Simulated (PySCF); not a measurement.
Isomers of C5H5FO, mass 100.032 u with the commonest isotopes. The calculation used PBE0/def2-SVPD in PySCF (dipole) on a GFN2-xTB geometry, gas phase. One conformer each, none proved a minimum here; rigid rotors.

Question: Order these by dipole moment, smallest first.
A. `[CH3:1][C:2](=[O:3])[C:4]1([F:5])[CH:6]=[CH:7]1` with C1–C2–C4–F5 0°
B. `[CH2:1]=[CH:2][CH2:3][C:4]([F:5])=[C:6]=[O:7]` with C1–C2–C3–C4 119°, C2–C3–C4–F5 76°
C. `[CH:1]#[C:2][C@@H:3]([F:4])[C@H:5]1[CH2:6][O:7]1` with C2–C3–C5–C6 -21°
D. `[CH3:1][C:2](=[O:3])[C:4]1=[CH:5][C@@H:6]1[F:7]` with C1–C2–C4–C5 142°

Answer: C (0.81 D), D (1.25 D), A (1.49 D), B (1.80 D).

Question: Order these by rotational constant C, smallest first.
A. `[CH2:1]=[CH:2][CH2:3][C:4]([F:5])=[C:6]=[O:7]` with C1–C2–C3–C4 119°, C2–C3–C4–F5 76°
B. `[CH3:1][C:2](=[O:3])[C:4]1([F:5])[CH:6]=[CH:7]1` with C1–C2–C4–F5 0°
C. `[CH:1]#[C:2][C@@H:3]([F:4])[C@H:5]1[CH2:6][O:7]1` with C2–C3–C5–C6 -21°
D. `[CH3:1][C:2](=[O:3])[C:4]1=[CH:5][C@@H:6]1[F:7]` with C1–C2–C4–C5 142°

Answer: A (1331 MHz), D (1431 MHz), C (1707 MHz), B (1822 MHz).

Question: Order these by rotational constant B, smallest first.
A. `[CH3:1][C:2](=[O:3])[C:4]1([F:5])[CH:6]=[CH:7]1` with C1–C2–C4–F5 0°
B. `[CH2:1]=[CH:2][CH2:3][C:4]([F:5])=[C:6]=[O:7]` with C1–C2–C3–C4 119°, C2–C3–C4–F5 76°
C. `[CH:1]#[C:2][C@@H:3]([F:4])[C@H:5]1[CH2:6][O:7]1` with C2–C3–C5–C6 -21°
D. `[CH3:1][C:2](=[O:3])[C:4]1=[CH:5][C@@H:6]1[F:7]` with C1–C2–C4–C5 142°

Answer: B (1767 MHz), D (1849 MHz), C (2460 MHz), A (2664 MHz).

```tsv
SMILES	point group	Ia (u·Å²)	Ib (u·Å²)	Ic (u·Å²)	κ	μa (D)	μb (D)	μc (D)
C#C[C@@H](F)[C@H]1CO1	C1	138.20	205.42	296.13	-0.23	0.18	0.59	0.51
CC(=O)C1(F)C=C1	Cs	121.19	189.69	277.33	-0.28	1.28	0.76	0.00
C=CCC(F)=C=O	C1	131.20	286.01	379.58	-0.65	1.62	0.09	0.79
CC(=O)C1=C[C@@H]1F	C1	97.97	273.37	353.19	-0.78	1.16	0.30	0.37
```
